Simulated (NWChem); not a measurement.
System: GaO, doublet; SMILES [O]=[Ga]

Here is an NWChem input.

```
start job
memory heap 200 mb stack 900 mb global 1100 mb
geometry units angstroms noautoz
  Ga     0.000000     0.000000    -0.367999
  O      0.000000     0.000000     1.338887
end
basis spherical
  Ga library aug-pcseg-1
  O library aug-pcseg-1
end
dft
  odft
  mult 2
  xc xpbe96 cpbe96
  iterations 150
  mulliken
end
task dft gradient
```

Output (shortened):

```
             Northwest Computational Chemistry Package (NWChem) 7.3.0
             --------------------------------------------------------

 ORDER OF PRIMARY AXIS IS BEING SET TO 4
 C4V symmetry detected

                             Geometry "geometry" -> ""
                             -------------------------

 Output coordinates in angstroms (scale by  1.889725989 to convert to a.u.)

  No.       Tag          Charge          X              Y              Z
 ---- ---------------- ---------- -------------- -------------- --------------
    1 Ga                  31.0000     0.00000000     0.00000000    -0.35013046
    2 O                    8.0000     0.00000000     0.00000000     1.35675554

 Effective nuclear repulsion energy (a.u.)      76.8861879188

      Symmetry information
      --------------------

 Group name             C4v
 Group number             18
 Group order               8
 No. of unique centers     2

  pbe96 is a nonlocal functional; adding pw91lda local functional.

                                 NWChem DFT Module
                                 -----------------

 Summary of "ao basis" -> "ao basis" (spherical)
 ------------------------------------------------------------------------------
       Tag                 Description            Shells   Functions and Types
 ---------------- ------------------------------  ------  ---------------------
 Ga                       aug-pcseg-1               14       36   6s5p3d
 O                        aug-pcseg-1                9       23   4s3p2d

      Symmetry analysis of basis
      --------------------------

        a1         23
        a2          0
        b1          5
        b2          5
        e          26

            General Information
            -------------------
          SCF calculation type: DFT
          Wavefunction type:  spin polarized.
          No. of atoms     :     2
          No. of electrons :    39
           Alpha electrons :    20
            Beta electrons :    19
          Charge           :     0
          Spin multiplicity:     2
          Use of symmetry is: on ; symmetry adaption is: on
          Maximum number of iterations: 150
          AO basis - number of functions:    59
                     number of shells:    23
          Convergence on energy requested:  1.00D-06
          Convergence on density requested:  1.00D-05
          Convergence on gradient requested:  5.00D-04

              XC Information
              --------------
          PerdewBurkeErnzerhof Exchange Functional  1.000
            Perdew 1991 LDA Correlation Functional  1.000 local
           PerdewBurkeErnz. Correlation Functional  1.000 non-local

             Grid Information
             ----------------
          Grid used for XC integration:  medium
          Radial quadrature: Mura-Knowles
          Angular quadrature: Lebedev.
          Tag              B.-S. Rad. Rad. Pts. Rad. Cut. Ang. Pts.
          ---              ---------- --------- --------- ---------
          Ga                  1.30      112          13.0       590
          O                   0.60       49          12.0       434
          Grid pruning is: on
          Number of quadrature shells:   161
          Spatial weights used:  Erf1

      Superposition of Atomic Density Guess
      -------------------------------------

 Sum of atomic energies:       -1997.70483633

      Non-variational initial energy
      ------------------------------

 Total energy =   -1997.601429
 1-e energy   =   -2940.497811
 2-e energy   =     866.010194
 HOMO         =      -0.274042
 LUMO         =       0.006590

   Symmetry analysis of molecular orbitals - initial alpha
   -------------------------------------------------------

 !! scf_movecs_sym_adapt:   10 vectors were symmetry contaminated

  Symmetry fudging

 !! scf_movecs_sym_adapt:   10 vectors were symmetry contaminated

  Numbering of irreducible representations:

     1 a1          2 a2          3 b1          4 b2          5 e

  Orbital symmetries:

     1 a1          2 a1          3 a1          4 e           5 e
     6 a1          7 a1          8 a1          9 e          10 e
    11 a1         12 e          13 e          14 b1         15 b2
    16 a1         17 a1         18 e          19 e          20 a1
    21 e          22 e          23 a1         24 a1         25 e
    26 e          27 a1         28 a1         29 b1         30 b2

   Symmetry analysis of molecular orbitals - initial beta
   ------------------------------------------------------

 !! scf_movecs_sym_adapt:   10 vectors were symmetry contaminated

  Symmetry fudging

 !! scf_movecs_sym_adapt:   10 vectors were symmetry contaminated

  Numbering of irreducible representations:

     1 a1          2 a2          3 b1          4 b2          5 e

  Orbital symmetries:

     1 a1          2 a1          3 a1          4 e           5 e
     6 a1          7 a1          8 a1          9 e          10 e
    11 a1         12 e          13 e          14 b1         15 b2
    16 a1         17 a1         18 e          19 e          20 a1
    21 e          22 e          23 a1         24 a1         25 e
    26 e          27 a1         28 a1         29 b1         30 b2

     ---------------------------------------------
      Total Density - Mulliken Population Analysis
     ---------------------------------------------

    Atom       Charge   Shell Charges
 -----------   ------   -------------------------------------------------------
    1 Ga  31    29.45   2.00  2.00  2.00  0.67  0.59  0.01  6.00  5.97  0.17  0.04  0.00 10.03 -0.05  0.01
    2 O    8     9.55   2.00  0.97  0.98 -0.03  3.24  2.26  0.10  0.00  0.02

     --------------------------------------------
      Spin Density - Mulliken Population Analysis
     --------------------------------------------

    Atom       Charge   Shell Charges
 -----------   ------   -------------------------------------------------------
    1 Ga  31     0.88   0.00 -0.00 -0.00  0.28  0.52  0.01  0.00  0.00  0.06  0.00  0.00  0.00  0.00  0.00
    2 O    8     0.12   0.00  0.01 -0.00 -0.07  0.16  0.06 -0.03 -0.00 -0.00

   convergence    iter        energy       DeltaE   RMS-Dens  Diis-err
 ---------------- ----- ----------------- --------- --------- ---------
 d= 0,ls=0.0,diis     1  -1999.2187794434 -2.08D+03  3.54D-02  3.38D-01
                                                     3.15D-02  3.64D-01
 d= 0,ls=0.0,diis     2  -1992.9957831310  6.22D+00  2.99D-02  6.19D+00
                                                     2.65D-02  4.78D+00
 d= 0,ls=0.0,diis     3  -1999.4491640798 -6.45D+00  1.91D-03  4.71D-03
                                                     2.18D-03  3.86D-03
 d= 0,ls=0.0,diis     4  -1999.4503204475 -1.16D-03  6.56D-04  3.15D-03
                                                     4.71D-04  2.63D-03
 d= 0,ls=0.0,diis     5  -1999.4510254909 -7.05D-04  9.12D-05  2.24D-03
                                                     2.45D-05  1.91D-03
  Resetting Diis
 d= 0,ls=0.0,diis     6  -1999.4512314943 -2.06D-04  4.59D-04  1.79D-03
                                                     2.42D-04  1.57D-03
 d= 0,ls=0.0,diis     7  -1999.4520759798 -8.44D-04  4.20D-04  7.30D-05
                                                     8.12D-04  9.59D-05
 d= 0,ls=0.0,diis     8  -1999.4509756249  1.10D-03  3.38D-04  2.35D-03
                                                     5.70D-04  2.38D-03
 d= 0,ls=0.0,diis     9  -1999.4521220402 -1.15D-03  4.79D-05  7.27D-06
                                                     4.72D-05  6.30D-06
 d= 0,ls=0.0,diis    10  -1999.4521260654 -4.03D-06  1.54D-05  3.18D-07
                                                     5.24D-06  9.26D-08
 d= 0,ls=0.0,diis    11  -1999.4521262275 -1.62D-07  1.60D-06  1.51D-08
                                                     4.23D-06  3.11D-08

         Total DFT energy =    -1999.452126227504
      One electron energy =    -2940.043234438157
           Coulomb energy =      946.887007439761
    Exchange-Corr. energy =      -83.182087147882
 Nuclear repulsion energy =       76.886187918774

 Numeric. integr. density =       39.000007294374

                  Occupations of the irreducible representations
                  ----------------------------------------------

                     irrep           alpha         beta
                     --------     --------     --------
                     a1               10.0          9.0
                     a2                0.0          0.0
                     b1                1.0          1.0
                     b2                1.0          1.0
                     e                 8.0          8.0

                    DFT Final Alpha Molecular Orbital Analysis
                    ------------------------------------------

 Vector   18  Occ=1.000000D+00  E=-2.568511D-01  Symmetry=a1
              MO Center=  6.9D-16,  1.1D-16, -1.3D-01, r^2= 2.8D+00
   Bfn.  Coefficient  Atom+Function         Bfn.  Coefficient  Atom+Function
  ----- ------------  ---------------      ----- ------------  ---------------
     5      0.527396  1 Ga s                 43      0.446120  2 O  pz
     4      0.409392  1 Ga s                 46      0.304111  2 O  pz
    15     -0.300203  1 Ga pz                 3     -0.288196  1 Ga s
    12      0.183063  1 Ga pz                 2      0.111759  1 Ga s
    18     -0.111958  1 Ga pz                40     -0.109758  2 O  s

 Vector   19  Occ=1.000000D+00  E=-2.529291D-01  Symmetry=e
              MO Center=  2.4D-14, -1.1D-14,  1.2D+00, r^2= 1.1D+00
   Bfn.  Coefficient  Atom+Function         Bfn.  Coefficient  Atom+Function
  ----- ------------  ---------------      ----- ------------  ---------------
    42      0.556239  2 O  py                45      0.383668  2 O  py
    41     -0.247873  2 O  px                44     -0.170971  2 O  px
    14      0.157939  1 Ga py                11     -0.092475  1 Ga py
    23     -0.079521  1 Ga d -1              17      0.078759  1 Ga py
    48      0.071731  2 O  py                13     -0.070381  1 Ga px

 Vector   20  Occ=1.000000D+00  E=-2.529291D-01  Symmetry=e
              MO Center= -8.1D-16, -5.3D-16,  1.2D+00, r^2= 1.1D+00
   Bfn.  Coefficient  Atom+Function         Bfn.  Coefficient  Atom+Function
  ----- ------------  ---------------      ----- ------------  ---------------
    41      0.556239  2 O  px                44      0.383668  2 O  px
    42      0.247873  2 O  py                45      0.170971  2 O  py
    13      0.157939  1 Ga px                10     -0.092475  1 Ga px
    25      0.079521  1 Ga d  1              16      0.078759  1 Ga px
    47      0.071731  2 O  px                14      0.070381  1 Ga py

 Vector   21  Occ=0.000000D+00  E=-8.197822D-02  Symmetry=e
              MO Center= -1.3D-14, -4.8D-15, -5.2D-01, r^2= 4.1D+00
   Bfn.  Coefficient  Atom+Function         Bfn.  Coefficient  Atom+Function
  ----- ------------  ---------------      ----- ------------  ---------------
    16      0.648358  1 Ga px                13      0.420918  1 Ga px
    41     -0.255125  2 O  px                10     -0.208444  1 Ga px
    44     -0.180215  2 O  px                17      0.159364  1 Ga py
    30      0.107385  1 Ga d  1              14      0.103460  1 Ga py
    19      0.097079  1 Ga px                47     -0.095667  2 O  px

 Vector   22  Occ=0.000000D+00  E=-8.197822D-02  Symmetry=e
              MO Center=  6.0D-15,  1.3D-15, -5.2D-01, r^2= 4.1D+00
   Bfn.  Coefficient  Atom+Function         Bfn.  Coefficient  Atom+Function
  ----- ------------  ---------------      ----- ------------  ---------------
    17      0.648358  1 Ga py                14      0.420918  1 Ga py
    42     -0.255125  2 O  py                11     -0.208444  1 Ga py
    45     -0.180215  2 O  py                16     -0.159364  1 Ga px
    28     -0.107385  1 Ga d -1              13     -0.103460  1 Ga px
    20      0.097079  1 Ga py                48     -0.095667  2 O  py

 Vector   23  Occ=0.000000D+00  E=-1.238708D-02  Symmetry=a1
              MO Center=  5.5D-16, -3.0D-15, -1.7D+00, r^2= 1.2D+01
   Bfn.  Coefficient  Atom+Function         Bfn.  Coefficient  Atom+Function
  ----- ------------  ---------------      ----- ------------  ---------------
    21      0.628588  1 Ga pz                 6     -0.394502  1 Ga s
     5      0.330482  1 Ga s                 18      0.295312  1 Ga pz
     4      0.290435  1 Ga s                 34     -0.273675  1 Ga d  0
    39     -0.198989  2 O  s                  3     -0.158289  1 Ga s
    43      0.139052  2 O  pz                46      0.132417  2 O  pz

                     DFT Final Beta Molecular Orbital Analysis
                     -----------------------------------------

 Vector   17  Occ=1.000000D+00  E=-3.385934D-01  Symmetry=a1
              MO Center= -1.5D-16, -2.4D-16,  3.9D-01, r^2= 2.1D+00
   Bfn.  Coefficient  Atom+Function         Bfn.  Coefficient  Atom+Function
  ----- ------------  ---------------      ----- ------------  ---------------
     4      0.641202  1 Ga s                  3     -0.486791  1 Ga s
    43     -0.367546  2 O  pz                46     -0.220800  2 O  pz
    39     -0.214223  2 O  s                  2      0.191415  1 Ga s
     5      0.190105  1 Ga s                 38     -0.153033  2 O  s
    37      0.067832  2 O  s                 18     -0.050956  1 Ga pz

 Vector   18  Occ=1.000000D+00  E=-2.422794D-01  Symmetry=e
              MO Center=  3.9D-16, -5.1D-16,  1.1D+00, r^2= 1.1D+00
   Bfn.  Coefficient  Atom+Function         Bfn.  Coefficient  Atom+Function
  ----- ------------  ---------------      ----- ------------  ---------------
    42      0.586554  2 O  py                45      0.408579  2 O  py
    14      0.168433  1 Ga py                41     -0.126884  2 O  px
    11     -0.099404  1 Ga py                23     -0.089184  1 Ga d -1
    17      0.088258  1 Ga py                44     -0.088384  2 O  px
    48      0.081382  2 O  py                56     -0.043304  2 O  d -1

 Vector   19  Occ=1.000000D+00  E=-2.422794D-01  Symmetry=e
              MO Center= -6.3D-16,  5.8D-16,  1.1D+00, r^2= 1.1D+00
   Bfn.  Coefficient  Atom+Function         Bfn.  Coefficient  Atom+Function
  ----- ------------  ---------------      ----- ------------  ---------------
    41      0.586554  2 O  px                44      0.408579  2 O  px
    13      0.168433  1 Ga px                42      0.126884  2 O  py
    10     -0.099404  1 Ga px                25      0.089184  1 Ga d  1
    16      0.088258  1 Ga px                45      0.088384  2 O  py
    47      0.081382  2 O  px                58      0.043304  2 O  d  1

 Vector   20  Occ=0.000000D+00  E=-2.072418D-01  Symmetry=a1
              MO Center= -3.9D-16,  3.5D-16,  4.1D-02, r^2= 2.9D+00
   Bfn.  Coefficient  Atom+Function         Bfn.  Coefficient  Atom+Function
  ----- ------------  ---------------      ----- ------------  ---------------
    43      0.460005  2 O  pz                 5      0.453708  1 Ga s
     4      0.366997  1 Ga s                 46      0.332278  2 O  pz
    15     -0.283438  1 Ga pz                 3     -0.245543  1 Ga s
    12      0.181045  1 Ga pz                18     -0.161824  1 Ga pz
    24      0.108579  1 Ga d  0              49      0.097684  2 O  pz

[...]

                         DFT ENERGY GRADIENTS

    atom               coordinates                        gradient
                 x          y          z           x          y          z
   1 Ga      0.000000   0.000000  -0.661651    0.000000   0.000000   0.013859
   2 O       0.000000   0.000000   2.563896    0.000000   0.000000  -0.013859
```

Level: PBE/aug-pcseg-1, spin-unrestricted. Geometry: optimised at PBE0/def2-SVP, spin-unrestricted. No stability test was run on the SCF state.
